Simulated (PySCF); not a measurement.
OsO3(OH)2 at several levels of theory

Computed with PySCF 2.14.0 (density fitting, no spin-orbit coupling) at the geometry relaxed with BP86:

```xyz
8
OsO3(OH)2 (singlet)
Os   -0.0274   -0.0120   -0.1236
O    -1.1461   -0.1865    1.2028
O    -0.8713   -0.0242   -1.6228
O     1.6861    0.1709   -0.3899
O    -0.0603    1.8785    0.3318
H     0.7400    2.3316   -0.0145
O     0.3910   -1.8970    0.1088
H    -0.3186   -2.3467    0.6180
```

```tsv
level	basis	state	HOMO (eV)	gap (eV)	charge on Os1 (e)	dipole about the centre of mass (D)	largest force component (eV/Å)
BP86	Os def2-SVP with ECP60, O def2-SVP, H def2-SVP	singlet	-8.19	2.42	1.06	0.34	0.01
M06-L	the same	singlet	-8.46	2.57	1.48	0.29	0.72
BLYP	the same	singlet	-7.89	2.40	1.05	0.33	0.46
r2SCAN	the same	singlet	-8.51	2.61	1.26	0.32	0.79
BP86	Os def2-TZVP with ECP60, O def2-TZVP, H def2-TZVP	singlet	-8.30	2.46	1.35	0.21	0.19
BP86	Os x2c-SVPall, O x2c-SVPall, H x2c-SVPall	singlet	-8.31	2.31	0.67	0.30	0.66
```

Charges are Mulliken's, which hang on the basis. The relaxation used the grid (50, 194), these runs (75, 302) or, all-electron (x2c bases, spin-free X2C Hamiltonian), (99, 590).

What does CAM-B3LYP with Os def2-SVP with ECP60, O def2-SVP, H def2-SVP give here?

state singlet, HOMO (eV) -10.86, gap (eV) 6.63, charge on Os1 (e) 1.23, dipole about the centre of mass (D) 0.23, largest force component (eV/Å) 2.02. Time: 8.5 s on 2 threads of Arm Neoverse V1 (shared host), from an already converged density.

In the first row's basis the gap widens with exact exchange: 2.4 to 2.6 eV for BLYP, BP86, M06-L, r2SCAN (none); 6.6 eV for CAM-B3LYP (rising or full at long range).
